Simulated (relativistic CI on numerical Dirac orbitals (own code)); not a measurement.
**Hyperfine structure of V, mass number 51**

Method of calculation: Dirac-Coulomb-Breit CI, orbitals from a KLI potential per configuration, QED by a radiative potential, valence Slater integrals scaled by 0.85, P86 correlation energy added to each configuration (own radial code, finite nucleus).

Configuration list (outside the closed core [Ar]): 3d3 4s2, 3d4 4s, 3d4 4p, 3d3 4s 4p, 3d5, 3d3 4s 4d, 3d4 4d, 3d3 4s 5s, 3d2 4s2 4p, 3d4 5s, 3d3 4s 6s, 3d3 4s 5p, 3d3 4s 4f, 3d3 4s 6p, 3d4 5p, 3d3 4p2, 3d2 4p3. Double excitations out of closed p, d and f shells are left out; levels of such configurations are missing from the list, as are those of other unlisted configurations, and high levels can miss mixing partners.

Nuclear spin I = 7/2, μ = 5.1464 μN, Q = -0.052 b (tables of Stone and Pyykkö). The electronic factors are computed for point nuclear moments, without core polarisation; leaving it out makes A of s and p electrons in near-neutral atoms 20 to 40 % too small, and it can dominate for d and f shells.

```csv
Level,E (cm⁻¹),A (MHz),B (MHz)
3d3 4s2 4F_3/2,0.0,483.8,4.23
3d3 4s2 4F_5/2,131.5,326.9,4.21
3d3 4s2 4F_7/2,310.7,283.7,5.93
3d3 4s2 4F_9/2,533.1,275.3,8.8
3d4 4s 6D_1/2,4555.2,1287,
3d4 4s 6D_3/2,4589.9,598.8,-7.67
3d4 4s 6D_5/2,4646.9,521.2,-5.51
3d4 4s 6D_7/2,4725.1,518.7,2.56
```

Levels with J = 0, under 50 % of one LS term, or S terms without an open s electron are left out. Small factors come from cancelling terms and can be off by tens of per cent or more.

Correlation outside the listed configurations is missing or only estimated: errors of thousands of cm⁻¹ between configurations and terms are usual at this charge. Rates and lifetimes follow the computed energies and can be off by large factors. The fine structure of a lone outer electron comes out too small, for d and f at times inverted, and misplaced configurations move strength between like terms. 41 of the 51 excited levels that our extract of the measured tables holds in this range could be paired (the sources list more); they are missed by 1993 cm⁻¹ on average and 5384 at most, and levels without a partner can miss by more.

(1) Give the hyperfine levels of 3d3 4s2 4F_3/2 relative to its centre of gravity.

## Answers

(1) With K = F(F + 1) − I(I + 1) − J(J + 1), E = AK/2 + B[¾K(K + 1) − I(I + 1)J(J + 1)]/[2I(2I − 1)J(2J − 1)]: F = 2: -3263, F = 3: -1815, F = 4: 119, F = 5: 2541 MHz.
